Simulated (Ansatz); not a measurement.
# A relaxation, step by step

BH$_{4}$BrO$_{3}$, singlet, PBE0-D4/def2-TZVP (Ansatz 0.2.0). Settings:

```yaml
hamiltonian: {xc: pbe0, dispersion: d4}
relax: {f_tol: 0.005, max_steps: 200}
```

Start, a step off a saddle point along its unstable mode:

```
9
angstrom
B 0.0403 -0.3100 -0.4861
O 0.1636 1.0839 -0.5384
O 1.0940 -1.1097 -0.1456
O -1.1948 -0.7758 -0.7501
H 0.1291 1.2796 0.7261
Br -0.0582 0.7981 2.2878
H -0.6399 1.4805 -0.9243
H 1.7668 -0.7282 0.4353
H -1.3009 -1.7184 -0.6047
```

| step | energy less the last (meV) | largest force component (eV/Å) |
| --- | --- | --- |
| 1 | 681.1 | 1.283 |
| 2 | 521.7 | 1.273 |
| 3 | 363.8 | 0.832 |
| 4 | 190.1 | 1.086 |
| 5 | 118.6 | 0.930 |
| 6 | 70.0 | 0.133 |
| 7 | 62.4 | 0.259 |
| 8 | 44.2 | 0.213 |
| 9 | 31.0 | 0.090 |
| 10 (rejected trial) | 33.1 | 0.606 |
| 11 | 23.1 | 0.081 |
| 12 | 16.8 | 0.138 |
| 13 | 11.0 | 0.245 |
| 14 | 6.4 | 0.160 |
| 15 | 5.1 | 0.336 |
| 16 | 0.6 | 0.075 |
| 17 | 0.1 | 0.046 |
| 18 | 0.0 | 0.043 |
| 19 | 0.0 | 0.004 |
| 20 | 0.0 | 0.002 |

Step 3, positions (Å) and forces (eV/Å):

```
atom       x       y       z      Fx      Fy      Fz
  B1   0.009  -0.373  -0.493  -0.305   0.503  -0.553
  O2   0.145   1.047  -0.483  -0.015  -0.832  -0.646
  O3   1.046  -1.155  -0.153   0.033  -0.103   0.312
  O4  -1.185  -0.857  -0.922   0.198   0.100   0.137
  H5   0.131   1.250   0.891   0.020   0.211   0.759
 Br6   0.053   1.141   2.418   0.052   0.082   0.170
  H7  -0.639   1.467  -0.853  -0.072   0.040   0.011
  H8   1.729  -0.721   0.366   0.036   0.027  -0.088
  H9  -1.288  -1.799  -0.770   0.053  -0.027  -0.103
```

Step 12, positions (Å) and forces (eV/Å):

| atom | x | y | z | Fx | Fy | Fz |
| --- | --- | --- | --- | --- | --- | --- |
| B1 | -0.160 | -0.448 | -0.560 | -0.013 | -0.030 | 0.020 |
| O2 | -0.229 | 0.916 | -0.362 | -0.032 | -0.004 | -0.018 |
| O3 | 0.756 | -1.194 | 0.110 | -0.001 | 0.022 | -0.007 |
| O4 | -1.032 | -1.020 | -1.436 | 0.048 | 0.016 | 0.020 |
| H5 | 0.312 | 1.512 | 1.284 | 0.056 | 0.002 | 0.126 |
| Br6 | 0.913 | 1.575 | 2.603 | -0.037 | -0.012 | -0.138 |
| H7 | -0.932 | 1.326 | -0.874 | 0.009 | 0.003 | 0.005 |
| H8 | 1.292 | -0.697 | 0.736 | -0.038 | -0.006 | -0.007 |
| H9 | -0.920 | -1.971 | -1.500 | 0.009 | 0.008 | -0.002 |

Step 14, positions (Å) and forces (eV/Å):

```csv
atom,x,y,z,Fx,Fy,Fz
B1,-0.192,-0.446,-0.539,-0.051,-0.074,-0.050
O2,-0.345,0.907,-0.297,-0.101,-0.079,-0.113
O3,0.692,-1.177,0.187,-0.005,0.045,0.029
O4,-0.953,-1.020,-1.519,0.127,0.107,0.151
H5,0.345,1.539,1.258,0.115,-0.014,0.160
Br6,1.121,1.539,2.490,-0.092,0.007,-0.154
H7,-1.018,1.305,-0.857,0.047,-0.003,0.041
H8,1.142,-0.685,0.885,-0.058,-0.030,-0.082
H9,-0.793,-1.963,-1.607,0.019,0.043,0.018
```

Last step (20):

B1  (-0.236, -0.459, -0.514)
O2  (-0.472, 0.868, -0.218)
O3  (0.609, -1.197, 0.249)
O4  (-0.873, -1.002, -1.587)
H5  (0.412, 1.563, 1.241)
Br6  (1.289, 1.584, 2.389)
H7  (-1.086, 1.284, -0.827)
H8  (1.006, -0.714, 0.983)
H9  (-0.649, -1.927, -1.716)
(Å)

The run took about 40 s on 8 CPU threads of an Arm Neoverse V1 (shared host).
